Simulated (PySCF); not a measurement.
Compound: C8H8S.
SMILES with atom numbers: `[CH2:1]=[CH:2][c:3]1[cH:4][cH:5][cH:6][cH:7][c:8]1[SH:9]` (hydrogens: H10, H11 on C1; H12 on C2; H13 on C4; H14 on C5; H15 on C6; H16 on C7; H17 on S9)

Geometry (PBE0-D3(BJ)/def2-SVP, Å), atoms numbered from 1 in this order:
```
atom  x, y, z in Å
C1     2.8611    0.0436   -0.7163
C2     1.9029    0.4921    0.1031
C3     0.5002    0.0572    0.0970
C4     0.1584   -1.2705   -0.2032
C5    -1.1602   -1.7090   -0.1661
C6    -2.1758   -0.8171    0.1762
C7    -1.8662    0.5103    0.4561
C8    -0.5413    0.9551    0.4172
S9    -0.2388    2.6584    0.8184
H10    3.8916    0.3953   -0.6259
H11    2.6495   -0.6802   -1.5091
H12    2.1533    1.2529    0.8521
H13    0.9600   -1.9762   -0.4330
H14   -1.3945   -2.7518   -0.3912
H15   -3.2153   -1.1507    0.2146
H16   -2.6591    1.2242    0.6900
H17    0.6744    2.8974   -0.1472
```

Computed with PySCF at B3LYP/def2-SVPD, non-relativistic, on one gas-phase PBE0-D3(BJ)/def2-SVP geometry that isn't relaxed in the solvent. The solvent is an IEF-PCM continuum (cavity from Bondi-type radii × 1.2), and excitations are vertical TDDFT with non-equilibrium linear response and a frozen core. Only the electrostatic response of the medium enters.

```json
{"run": "gas", "E − E(gas) (kJ/mol)": "0.00", "HOMO (eV)": "-6.32", "HOMO–LUMO gap (eV)": "4.89", "dipole (D)": "1.22", "lowest singlet (eV)": "4.25", "static polarisability (au)": "119.9"}
{"run": "P", "E − E(gas) (kJ/mol)": "-11.07", "HOMO (eV)": "-6.31", "HOMO–LUMO gap (eV)": "4.94", "dipole (D)": "1.55", "lowest singlet (eV)": "4.28", "static polarisability (au)": "156.4"}
{"run": "Q", "E − E(gas) (kJ/mol)": "-6.80", "HOMO (eV)": "-6.30", "HOMO–LUMO gap (eV)": "4.92", "dipole (D)": "1.42", "lowest singlet (eV)": "4.25", "static polarisability (au)": "141.5"}
```

Q: The runs were made in benzene and chloroform. Which run belongs to which solvent?

A: P = chloroform, Q = benzene. The dielectric constants are 2.271 (benzene), 4.711 (chloroform), and the energy falls further as ε rises. The optical constants n² used for the excitations are 2.25, 2.09 in the same order. In this model the ground state sees the solvent through ε alone.

Q: How constant is the ratio of the lowering to (ε − 1)/(2ε + 1)?

A: 
```json
{"solvent": "benzene", "(ε − 1)/(2ε + 1)": "0.229", "E − E(gas) (kJ/mol)": "-6.80", "ratio (kJ/mol)": "-29.6", "polarisation term (kJ/mol)": "-7.18"}
{"solvent": "chloroform", "(ε − 1)/(2ε + 1)": "0.356", "E − E(gas) (kJ/mol)": "-11.07", "ratio (kJ/mol)": "-31.1", "polarisation term (kJ/mol)": "-12.13"}
```

The ratio changes by +4.9 % in size from benzene to chloroform. The polarisation term is half the interaction of the solute with the induced surface charges.

The run took about 1.9 min of CPU time (one thread, shared machine). This is the whole response run at B3LYP/def2-SVPD in chloroform, SCF included.
